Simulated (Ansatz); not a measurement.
`FCBCF` + `FC[SiH3]` → `FBCF` + `FCC[SiH3]`  (redistribution)

Calculated with Ansatz (gas phase, PBE0-D4/def2-TZVP geometries, no zero-point term in ΔE). CCSD(T)/CBS adds triple-zeta CCSD(T) − MP2 to the extrapolated MP2 energy (def2 sets, frozen cores). DFT in def2-TZVPP. Each species was taken in one conformer, which may not be the lowest.

CCSD(T)/CBS gives -2.27 eV.

Problem. Another level gave -2.24 eV. Which?
A. MP2/def2-TZVPP
B. HF/def2-TZVPP
C. PBE/def2-TZVPP
D. r2SCAN-D4/def2-TZVPP

Solution. B. HF/def2-TZVPP -2.24, PBE -2.09, MP2/def2-TZVPP -2.39, r2SCAN-D4 -2.19 eV.

Largest T1 diagnostic among the species: 0.012.

In def2-TZVPP, CCSD(T) changes the Hartree–Fock value by −0.05 eV (the triples alone add −0.01 eV) and MP2 by −0.15 eV. From BLYP to BHLYP (50 % exact exchange), in def2-TZVPP and without D4, ΔE moves by −0.14 eV. At CCSD(T), def2-SVP lies −0.18 eV from the extrapolated value and def2-TZVPP −0.02 eV.
